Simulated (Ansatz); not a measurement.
Geometry optimisation, Ansatz 0.2.0, RKS PBE0-D4/def2-SVP.

The input (input.yaml):

```yaml
crystal:
  periodic: [false, false, false]
  atoms:
    - { symbol: O, position_ang: [0.9676, -0.294, 2.0521] }
    - { symbol: C, position_ang: [0.8395, 0.4503, 1.0451] }
    - { symbol: B, position_ang: [0.2879, -0.1391, -0.3161] }
    - { symbol: Se, position_ang: [0.2641, 1.0468, -1.9322] }
    - { symbol: Te, position_ang: [-0.3036, -2.2681, -0.4559] }
    - { symbol: H, position_ang: [1.1395, 1.5109, 1.0968] }
    - { symbol: H, position_ang: [-1.2184, 1.4289, -1.5402] }
    - { symbol: H, position_ang: [-1.8844, -1.7929, -0.0054] }
basis:
  gaussian: { orbitals: def2-SVP }
hamiltonian:
  xc: pbe0
  dispersion: d4
relax:
  f_tol: 0.015
  max_steps: 40
```

Command:

```bash
$ ansatz run input.yaml --threads 2 --pin off --max-ram 3072MiB --backend cpu --events-out ev --progress --plain --runs-dir out
```

Where does it end, and by what steps?

The run converged. After 18 steps the energy has fallen by 1.738 eV; H8 moved furthest, 1.48 Å.

| step | energy less start (eV) | largest force component (eV/Å) | accepted |
| --- | --- | --- | --- |
| 0 | 0.0000 | 3.023 | yes |
| 1 | -0.2142 | 1.283 | yes |
| 2 | -0.0226 | 2.821 | no |
| 3 | -0.2767 | 0.910 | yes |
| 4 | -0.3516 | 0.563 | yes |
| 5 | -0.4710 | 0.696 | yes |
| 6 | -0.6203 | 1.073 | yes |
| 7 | -0.8145 | 0.903 | yes |
| 8 | -1.0349 | 0.873 | yes |
| 9 | -1.2173 | 0.856 | yes |
| 10 | -1.3366 | 1.087 | yes |
| 11 | -1.4794 | 1.184 | yes |
| 12 | -1.5968 | 0.753 | yes |
| 13 | -1.7061 | 0.421 | yes |
| 14 | -1.7028 | 0.899 | no |
| 15 | -1.7368 | 0.069 | yes |
| 16 | -1.7372 | 0.139 | yes |
| 17 | -1.7378 | 0.103 | yes |
| 18 | -1.7383 | 0.009 | yes |

```xyz
8
Properties=species:S:1:pos:R:3
O 0.641 -0.506 1.979
C 0.674 0.301 1.079
B -0.071 0.113 -0.333
Se 0.167 1.577 -1.555
Te -1.184 -1.667 -0.656
H 1.260 1.251 1.221
H -0.633 1.045 -2.669
H -0.762 -2.171 0.877
```

Time of the run: 93 s on 2 threads of Arm Neoverse V1, on a shared host, peak memory 0.32 GiB.
